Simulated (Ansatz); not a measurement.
Basis-set extrapolation for CH₅AlClNO (PBE0-D4/def2-TZVP geometry, frozen core, Ansatz). Multiplicity 1, RHF reference.

```csv
,def2-TZVPP,def2-QZVPP
HF,-871.642675,-871.671183
MP2 correlation,-0.882816,-0.954966
CCSD(T) correlation,-0.964535,not run
```

Energies in hartree. Use E(X) = E(∞) + A·exp(−7.88·√X) for Hartree–Fock and E(X) = E(∞) + B·X^(−2.97) for correlation, with X = 3 and 4, and add CCSD(T) minus MP2 of the smaller set to the MP2 limit.

**Question.** What is the CCSD(T) energy at the basis-set limit?

**Answer.** HF limit: -871.671183 + (-0.028508) × 0.13774 = -871.67511. MP2 limit: -0.954966 + (-0.072150) × 0.74074 = -1.00841. Higher-order term: -0.964535 − (-0.882816) = -0.08172. Total: -872.76524 hartree, 4.30 eV below CCSD(T)/def2-TZVPP.
